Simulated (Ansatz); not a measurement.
```yaml
crystal:
  periodic: [false, false, false]
  atoms:
    - {symbol: Mg, position_ang: [1.405838, -1.094128, -0.471623]}
    - {symbol: Mg, position_ang: [-1.114394, 1.521674, -0.252259]}
    - {symbol: S, position_ang: [0.668372, 0.721504, 0.961698]}
    - {symbol: S, position_ang: [-0.827140, -0.751761, 0.036742]}
basis:
  gaussian: {orbitals: def2-SVP}
total_charge: 2
hamiltonian: {xc: {name: PBEsol}, dispersion: d4}
scf: {lower_state_search: light}
output: {forces: true}
```

```sh
$ ansatz run in.yaml --threads 4 --pin off --events-out ev --progress --plain --max-ram 3916MiB
```

It prints (some lines left out):

```
Functional definition: PBEsol
768 factors; their error is unknown
mean field evaluation 1: about -32447.0933 eV, gradient 6.0e1 eV
mean field evaluation 2: about -32400.6223 eV, gradient 1.1e2 eV
mean field evaluation 4: about -32458.0339 eV, gradient 1.6e1 eV
mean field evaluation 8: about -32458.8568 eV, gradient 1.3e-1 eV
mean field evaluation 16: about -32458.7894 eV, gradient 3.7e-5 eV
mean field -32458.78935115 eV, -1192.8385072970 hartree, gradient 3.7e-5 eV, S^2 0.000000; 0 other end points of the search recorded, 0 dependent functions left out
reference -32458.78941422 eV, -1192.8385096151 hartree; 27, 27 occupied and 45, 45 virtual orbitals, 768 factors
Total energy: -32458.82842942 eV, -1192.8399433969 hartree
Atom 0 at     1.405838    -1.094128    -0.471623 Å, force     0.747503    -0.109820    -0.228653 eV/Å
Atom 1 at    -1.114394     1.521674    -0.252259 Å, force    -0.770930     1.230361    -0.625159 eV/Å
Atom 2 at     0.668372     0.721504     0.961698 Å, force     0.896043    -0.060059     0.670401 eV/Å
Atom 3 at    -0.827140    -0.751761     0.036742 Å, force    -0.872616    -1.060482     0.183411 eV/Å
Dipole moment:     0.387867     0.342850    -1.369570 e Å
```

It took 0.6 s on 4 threads of Arm Neoverse V2 on a shared host.

The dipole of an ion depends on the origin.
